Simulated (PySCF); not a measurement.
CH3ClF2NNb, SMILES C[N]=[Nb]([F])([F])[Cl], multiplicity 1.

The structure is a stationary point at PBE0-D3(BJ)/def2-SVP. The spin state was assumed, not searched. The structure was generated by enumeration; whether it is a known compound was not checked. The def2 effective core potentials stand for the cores of Nb; spin–orbit coupling is left out.

Two levels are set side by side: TDDFT-PBE/def2-SVPD (PySCF) and TDDFT-CAM-B3LYP/def2-SVPD (PySCF). Vertical, same geometry. The lowest singlet is HOMO→LUMO 71 %, HOMO−1→LUMO+1 29 % with PBE and HOMO→LUMO 67 %, HOMO−1→LUMO+1 28 % with the other functional; states are paired by order. Differences are taken from unrounded values.

| quantity | TDDFT-CAM-B3LYP |
|---|---|
| lowest singlet excitation (eV) | 4.49 |
| lowest triplet excitation (TDA) (eV) | 4.03 |

### Question
What does TDDFT-PBE give, and how far is it from TDDFT-CAM-B3LYP? (An estimate is asked for; the answer gives what the named calculation found.)

### Answer

```
quantity                              TDDFT-PBE  TDDFT-PBE minus TDDFT-CAM-B3LYP
------------------------------------  ---------  -------------------------------
lowest singlet excitation (eV)             4.17                            -0.32
lowest triplet excitation (TDA) (eV)       3.83                            -0.21
```

A lower first singlet is the usual sign of a functional without exact exchange. Differences between two approximate levels are no errors against the true value.

Rough cost on one machine, each run with all the roots and properties that it gave: TDDFT-CAM-B3LYP against TDDFT-PBE about 8 times.
